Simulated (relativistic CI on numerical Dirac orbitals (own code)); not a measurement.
I XLVI: sensitivity of the levels to the model

Base calculation: Dirac-Coulomb-Breit CI, KLI orbitals optimised for each configuration, model QED, unscaled Slater integrals.

Configurations in the expansion (outside the closed core 1s2): 2s²2p⁴, 2s2p⁵, 2p⁶, 2p⁵3s, 2p⁵3p, 2p⁵3d, 2s²2p³3s, 2s²2p³3p, 2s²2p³3d, 2s2p⁴3s, 2s2p⁴3p, 2s2p⁴3d, 2s²2p³4s, 2s²2p³4p, 2s²2p³4d, 2s²2p³4f, 2s2p⁴4s, 2s2p⁴4p, 2s2p⁴4d, 2s2p⁴4f, 2s²2p²3s², 2s²2p²3s3p, 2s²2p³5s, 2s²2p³5p, 2s²2p³5d, 2s²2p³5f, 2s²2p²3s3d, 2s²2p³5g, 2s²2p²3p², 2s²2p²3p3d, 2s2p³3s², 2s²2p²3d², 2s2p³3s3p, 2s2p³3s3d, 2s2p³3p², 2s2p⁴5s. Levels of other configurations are missing.

Variants: (1) non-relativistic limit. Shifts of the energy above 2s²2p⁴ ³P2, in eV, for the lowest level and the first level of each name with at least 55 % of one term (blank where a level changes its place among those of its configuration and J or its character, or is not in the variant):

| Level | Base | Δ(1) |
| --- | --- | --- |
| 2s²2p⁴ ³P2 | 0.00 | 0.00 |
| 2s²2p⁴ ¹S0 | 37.03 |  |
| 2s²2p⁴ ³P1 | 307.16 | -307.16 |
| 2s²2p⁴ ¹D2 | 323.81 | -295.53 |
| 2s2p⁵ ³P°2 | 561.97 | -333.28 |
| 2s²2p⁴ ³P0 | 644.41 |  |
| 2s2p⁵ ³P°0 | 876.95 | -648.25 |
| 2p⁶ ¹S0 | 1208.38 | -674.38 |
| 2s²2p³3p ³P0 | 4475.66 | -63.20 |
| 2s²2p³3d ³P°0 | 4530.24 |  |
| 2s²2p³3s ³D°3 | 4592.98 | -216.42 |
| 2s²2p³3s ¹D°2 | 4597.55 | -212.73 |
| 2s²2p³3s ³P°0 | 4622.33 | -224.51 |
| 2s²2p³3s ³P°1 | 4625.30 | -227.48 |
| 2s²2p³3p ³D1 | 4695.14 | -255.79 |
| 2s²2p³3p ³F4 | 4754.72 | -309.32 |
| 2s2p⁴3s ⁵P3 | 4790.66 | -264.84 |
| 2s²2p³3d ³G°4 | 4838.85 |  |

At this charge energies of transitions that change n are usually good to better than 1 %, and those within a shell (Δn = 0) to a few per cent.

Ionisation energy from the two ground configurations alone: base 7810.84 eV. The NIST ASD value (theoretical) is 7811 eV.

LS names give the leading component of a level, which can be under half, so a name can repeat, a term be missing and a line seem to break the LS rules.
